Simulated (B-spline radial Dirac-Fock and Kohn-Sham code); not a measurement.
# Dipole and non-dipole photoemission parameters of Si⁺ 2p3/2

System: silicon as Si⁺ in the configuration [Ne] 3s2 3p1; threshold 117.3 eV (orbital energy of the model). Calculated with an atomic code on a B-spline grid, using Dirac-Hartree-Slater photoionisation with a Latter tail; cross sections with all multipoles, angular parameters from the dipole term and its interference with E2.

Input of the calculation (task.json; shells as n, l, electrons):

```json
{"items": [{
  "Z": 14,
  "q": 1,
  "cfg": [[1, 0, 2], [2, 0, 2], [2, 1, 6], [3, 0, 2], [3, 1, 1]],
  "A": 28,
  "rrms": 3.1224,
  "do": "xps",
  "hv": [60, 69.8, 100, 101.0, 144.0, 169.0, 173.0, 200, 300, 424.0, 581.0, 669.0, 1220.0, 1253.6, 1486.9, 1500.0, 1650.0, 1980.0, 2590.0, 2750.0, 2770.0, 3630.0, 6000, 6300.0, 7770.0, 8100.0, 9251.7, 11200.0, 12100.0, 14000.0]
}]}
```

Command: `python xray2_run.py task.json out`

For linearly polarised light dσ/dΩ = σ/(4π) [1 + β P₂(cos θ) + (δ + γ cos²θ) sin θ cos φ], with θ from the polarisation vector and φ the angle between the beam and the projection of the electron momentum on the plane normal to the polarisation.

```
hν (eV)   σ (kb)      β       γ      δ
    144     3120  0.985  -0.024  0.010
    169     2590  1.228   0.001  0.011
    173     2500  1.253   0.004  0.012
    200     1910  1.367   0.029  0.012
    300      755  1.486   0.118  0.015
    424      309  1.471   0.210  0.019
    581      129  1.405   0.299  0.024
    669     86.3  1.363   0.340  0.027
   1220     13.9  1.124   0.518  0.050
 1253.6     12.8  1.112   0.525  0.052
 1486.9        ?      ?       ?      ?
   1500     7.18  1.028   0.576  0.062
   1650     5.26  0.982   0.602  0.069
   1980     2.88  0.893   0.650  0.083
   2590     1.16  0.764   0.715  0.108
   2750    0.940  0.736   0.728  0.115
   2770    0.917  0.732   0.730  0.116
   3630    0.355  0.611   0.789  0.148
   6000   0.0576  0.417   0.898  0.224
   6300   0.0481  0.400   0.909  0.232
   7770   0.0220  0.332   0.960  0.272
   8100   0.0188  0.319   0.971  0.280
 9251.7   0.0113  0.280   1.005  0.308
  11200  0.00545  0.226   1.053  0.351
  12100  0.00404  0.205   1.072  0.370
  14000  0.00229  0.166   1.108  0.407
```

Question: Give the values at Al Kα (taken as 1486.9 eV).

Answer: σ = 7.39 kb, β = 1.032, γ = 0.573, δ = 0.062.
